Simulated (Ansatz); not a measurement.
Coupled-cluster diagnostics for the cluster PtS₂⁻, Ansatz.

Geometry of the doublet (PBE0-D4/def2-TZVPD):

```xyz
3

Pt    0.828    0.523    1.012
S    -0.690   -1.160   -0.068
S    -0.138    0.637   -0.944
```

In the def2 sets Pt takes a core potential; there is no spin–orbit coupling. Correlated methods freeze 10 core orbitals; core or outer-core shells of Pt are correlated, in sets that lack core-valence functions. Another isomer (doublet) lies 1.38 eV lower at PBE0-D4/def2-TZVPD; other spin states weren't run for this one.

**Question.** Estimate the CCSD(T) correlation energy, the shares of MP2 and (T), T1 and the reference's ⟨S²⟩ for: charge -1, doublet, own geometry in def2-TZVPPD; and the rough time on 4 threads of Arm Neoverse V1 on a shared host.

**Answer.** 
```
                           state        basis  correlation (eV)  MP2 share (%)  (T) share (%)     T1  ⟨S²⟩ (pure)  wall time
charge -1, doublet, own geometry  def2-TZVPPD           -27.148           97.5            5.2  0.041  0.81 (0.75)       53 s
```
Customary marks for T1 are 0.02 (closed shells), 0.045 (open shells) and about 0.05 (3d metals). T1 exceeds 0.02 in 1 of 1 rows and 0.045 in 0; the higher it lies, the less the single-reference result can be trusted.
